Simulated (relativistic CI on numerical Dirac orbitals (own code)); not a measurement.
## Re LXXII: sensitivity of the levels to the model

Base calculation: Dirac-Coulomb-Breit CI, KLI orbitals optimised for each configuration, model QED, unscaled Slater integrals.

CI space (outside the closed core 1s2): 2s2, 2s 2p, 2p2, 2p 3s, 2p 3p, 2s 3s, 2s 3p, 2s 3d, 2s 4s, 2s 4p, 2s 4d, 2s 4f, 3s2, 3s 3p, 3p2. Levels of other configurations are missing.

Variants: (1) P86 correlation estimate; (2) QED terms removed. Shifts of the energy above 2s2 1S_0, in eV, for the lowest level and the first level of each name with at least 55 % of one term (blank where a level changes its place among those of its configuration and J or its character, or is not in the variant):

```
      Level     Base  Δ(1)   Δ(2)
   2s2 1S_0      0.0   0.0    0.0
2s 2p 3P°_0    177.0  -0.1  +19.0
2s 2p 3P°_1    211.5  -0.1  +19.1
   2p2 3P_0    497.9  -0.4  +38.2
2s 2p 3P°_2   1751.0  -0.1  +17.6
2s 2p 1P°_1   1843.9  -0.1  +17.6
   2p2 3P_1   2027.2  -0.4  +37.3
   2p2 1D_2   2045.4  -0.4  +37.3
   2p2 3P_2   3614.3  -0.4  +35.9
   2p2 1S_0   3684.5  -0.4  +35.9
 2s 3s 3S_1  11332.4  +0.9  +14.9
 2s 3s 1S_0  11367.6  +0.9  +15.1
2s 3p 3P°_0  11415.4  +1.0  +20.7
2s 3p 3P°_1  11415.5  +1.0  +20.7
```

At this charge energies of transitions that change n are usually good to better than 1 %, and those within a shell (Δn = 0) to a few per cent.

Ionisation energy from the two ground configurations alone: base 19951.7 eV; QED terms removed 19973.5 eV. The NIST ASD value (theoretical) is 19950 eV.

LS names give the leading component of a level, which can be under half, so a name can repeat, a term be missing and a line seem to break the LS rules.
